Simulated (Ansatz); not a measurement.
Consider the isomerisation: `C/C=C1\N[SiH2]O1` → `CO[SiH](C)C#N`.

Calculated with Ansatz (gas phase, PBE0-D4/def2-TZVP geometries, no zero-point term in ΔE). CCSD(T)/CBS is the MP2 limit (def2-TZVPP, def2-QZVPP) plus CCSD(T) − MP2 in def2-TZVPP, frozen cores. DFT in def2-TZVPP. B3LYP here is the variant with VWN-RPA as its local correlation; programs differ in this. HSE06 is defined as in plane-wave codes. Each species was taken in one conformer, which may not be the lowest.

`C/C=C1\N[SiH2]O1`:

Cartesian coordinates in Å:
```
C -0.281 1.024 1.893
C -0.624 1.030 0.441
C -0.147 0.159 -0.437
N 0.723 -0.940 -0.321
Si 0.452 -1.266 -1.989
O -0.428 0.151 -1.800
H 0.088 2.001 2.220
H 0.501 0.296 2.124
H -1.147 0.785 2.520
H -1.301 1.782 0.055
H 0.908 -1.399 0.551
H 1.609 -1.159 -2.909
H -0.353 -2.461 -2.347
```

`CO[SiH](C)C#N`:

Cartesian coordinates in Å:
```
C 0.342 2.025 -0.767
O -0.459 0.980 -0.255
Si 0.009 -0.579 -0.177
C -1.306 -1.573 0.649
C 1.571 -0.661 0.841
N 2.537 -0.691 1.467
H 0.635 1.831 -1.804
H 1.245 2.162 -0.164
H -0.244 2.944 -0.736
H 0.403 -1.099 -1.510
H -0.990 -2.614 0.749
H -2.227 -1.545 0.062
H -1.516 -1.178 1.645
```

| level | ΔE (kJ/mol) | difference from CCSD(T)/CBS |
| --- | --- | --- |
| LDA (SPW92) | -0.4 | 83.8 |
| PBE-D4 | -53.0 | 31.2 |
| revPBE-D4 | -60.2 | 24.0 |
| BLYP-D4 | -87.9 | -3.7 |
| r2SCAN-D4 | -62.2 | 22.0 |
| B97M-V | -67.3 | 16.9 |
| PBE0-D4 | -48.3 | 35.9 |
| B3LYP-D4 | -79.7 | 4.5 |
| r2SCANh-D4 | -59.6 | 24.6 |
| r2SCAN0-D4 | -55.5 | 28.7 |
| HSE06-D4 | -47.8 | 36.4 |
| BHLYP-D4 | -77.8 | 6.4 |
| CAM-B3LYP-D4 | -73.2 | 11.0 |
| ωB97X-V | -70.2 | 14.0 |
| ωB97M-V | -75.4 | 8.8 |
| B2PLYP | -90.4 | -6.2 |
| PBE-QIDH | -61.2 | 23.0 |
| PBE | -54.4 | 29.8 |
| revPBE | -70.8 | 13.4 |
| r2SCAN | -62.3 | 21.9 |
| PBE0 | -49.3 | 34.9 |
| B3LYP | -82.2 | 2.0 |
| r2SCANh | -59.8 | 24.4 |
| r2SCAN0 | -55.7 | 28.5 |
| HSE06 | -48.6 | 35.6 |
| BHLYP | -78.5 | 5.7 |
| CAM-B3LYP | -74.0 | 10.2 |
| LC-ωPBE | -54.3 | 29.9 |
| RPA@PBE/def2-TZVPP | -99.6 | -15.4 |
| MP2/def2-SVP | -95.1 | -10.9 |
| HF/def2-TZVPP | -107.5 | -23.3 |
| MP2/def2-TZVPP | -91.1 | -6.9 |
| SCS-MP2/def2-TZVPP | -102.1 | -17.9 |
| CCSD/def2-TZVPP | -93.3 | -9.1 |
| HF/def2-QZVPP | -106.3 | -22.1 |
| MP2/def2-QZVPP | -86.4 | -2.2 |
| SCS-MP2/def2-QZVPP | -97.9 | -13.7 |
| HF/CBS(def2) | -106.2 | -22.0 |
| MP2/CBS(def2) | -83.6 | 0.6 |
| CCSD/CBS(def2) | -85.8 | -1.6 |
| CCSD(T)/CBS | -84.2 | 0 |

(1) What do rigid-rotor, harmonic-oscillator terms from PBE0-D4/def2-TZVP frequencies (298.15 K, 1 bar) make of the CCSD(T)/CBS value? (Best estimate.)

Largest T1 diagnostic among the species: 0.012.

Answers

(1) Ansatz gave: ΔZPE = -2.1 kJ/mol, ΔH = -81.9 kJ/mol, ΔS = 39 J/(mol·K), ΔG = -93.5 kJ/mol.

In def2-TZVPP, CCSD(T) changes the Hartree–Fock value by +15.7 kJ/mol (the triples alone add +1.5 kJ/mol) and MP2 by +16.3 kJ/mol. From BLYP to BHLYP (50 % exact exchange), in def2-TZVPP and without D4, ΔE moves by +13.9 kJ/mol.

CCSD(T)/CBS has its own doubt, a few kJ/mol and more with outer-core shells, so smaller differences from it don't rank the levels.
